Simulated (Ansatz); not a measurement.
Geometry optimisation, Ansatz 0.2.0, RKS PBE0-D4/6-31G.

input.yaml

```yaml
crystal:
  periodic: [false, false, false]
  atoms:
    - { symbol: C, position_ang: [0.2324, -3.0311, -0.6575] }
    - { symbol: C, position_ang: [0.5214, -1.7679, -1.0591] }
    - { symbol: O, position_ang: [-0.1179, -0.6522, -0.4935] }
    - { symbol: C, position_ang: [0.3333, 0.6788, -0.8727] }
    - { symbol: Si, position_ang: [-0.7428, 1.8774, 0.1111] }
    - { symbol: F, position_ang: [-0.3493, 3.4718, -0.3386] }
    - { symbol: Al, position_ang: [-0.2418, 1.6041, 2.4275] }
    - { symbol: H, position_ang: [-0.5288, -3.1117, 0.0902] }
    - { symbol: H, position_ang: [0.6599, -3.8344, -1.074] }
    - { symbol: H, position_ang: [1.2817, -1.6368, -1.8026] }
    - { symbol: H, position_ang: [1.3285, 0.8506, -0.66] }
    - { symbol: H, position_ang: [0.0574, 0.8233, -1.9306] }
    - { symbol: H, position_ang: [-2.2253, 1.6744, -0.1243] }
    - { symbol: H, position_ang: [-0.45492, 0.19698, 3.14149] }
    - { symbol: H, position_ang: [0.38613, 2.85217, 3.24233] }
basis:
  gaussian: { orbitals: "6-31G" }
hamiltonian:
  xc: pbe0
  dispersion: d4
relax:
  f_tol: 0.015
  max_steps: 40
```

Command:

```bash
$ ansatz run input.yaml --threads 1 --pin off --max-ram 2048MiB --backend cpu --events-out ev --progress --plain --runs-dir out
```

**Question.** Where does it end, and by what steps?

**Answer.** It converged. Limits of this set-up: no polarisation functions. After 34 steps the energy has fallen by 1.323 eV; H15 moved furthest, 2.51 Å. Joined: O3–Al7 (3.69 → 2.02 Å).

```json
{"step": "0", "energy less start (eV)": "0.0000", "largest force component (eV/Å)": "4.988", "accepted": "yes"}
{"step": "2", "energy less start (eV)": "-0.4957", "largest force component (eV/Å)": "0.516", "accepted": "yes"}
{"step": "4", "energy less start (eV)": "-0.5208", "largest force component (eV/Å)": "0.113", "accepted": "yes"}
{"step": "6", "energy less start (eV)": "-0.5338", "largest force component (eV/Å)": "0.376", "accepted": "yes"}
{"step": "8", "energy less start (eV)": "-0.5671", "largest force component (eV/Å)": "0.151", "accepted": "yes"}
{"step": "10", "energy less start (eV)": "-0.5905", "largest force component (eV/Å)": "0.316", "accepted": "yes"}
{"step": "12", "energy less start (eV)": "-0.6676", "largest force component (eV/Å)": "0.164", "accepted": "yes"}
{"step": "14", "energy less start (eV)": "-0.7709", "largest force component (eV/Å)": "0.226", "accepted": "yes"}
{"step": "16", "energy less start (eV)": "-0.9613", "largest force component (eV/Å)": "0.278", "accepted": "yes"}
{"step": "18", "energy less start (eV)": "-1.1957", "largest force component (eV/Å)": "0.290", "accepted": "yes"}
{"step": "20", "energy less start (eV)": "-1.2740", "largest force component (eV/Å)": "0.196", "accepted": "yes"}
{"step": "22", "energy less start (eV)": "-1.3018", "largest force component (eV/Å)": "0.208", "accepted": "yes"}
{"step": "24", "energy less start (eV)": "-1.3161", "largest force component (eV/Å)": "0.193", "accepted": "yes"}
{"step": "26", "energy less start (eV)": "-1.3203", "largest force component (eV/Å)": "0.117", "accepted": "yes"}
{"step": "28", "energy less start (eV)": "-1.3216", "largest force component (eV/Å)": "0.035", "accepted": "yes"}
{"step": "30", "energy less start (eV)": "-1.3222", "largest force component (eV/Å)": "0.024", "accepted": "yes"}
{"step": "32", "energy less start (eV)": "-1.3224", "largest force component (eV/Å)": "0.025", "accepted": "yes"}
{"step": "34", "energy less start (eV)": "-1.3225", "largest force component (eV/Å)": "0.009", "accepted": "yes"}
```

```xyz
15
Properties=species:S:1:pos:R:3
C 0.624 -2.517 0.144
C 0.757 -1.406 -0.569
O 0.195 -0.192 -0.143
C -0.125 0.858 -1.162
Si -0.825 2.225 0.053
F 0.209 3.591 -0.059
Al -0.359 0.453 1.693
H 0.042 -2.550 1.060
H 1.110 -3.428 -0.179
H 1.314 -1.313 -1.495
H 0.799 1.129 -1.681
H -0.857 0.440 -1.859
H -2.141 2.700 -0.515
H -1.588 -0.496 2.133
H 0.983 0.502 2.578
```

Whether the end is a true minimum wasn't checked by a vibrational analysis.

Run time: 4.8 min on 1 thread of Arm Neoverse V1, on a shared host, peak memory 0.23 GiB.
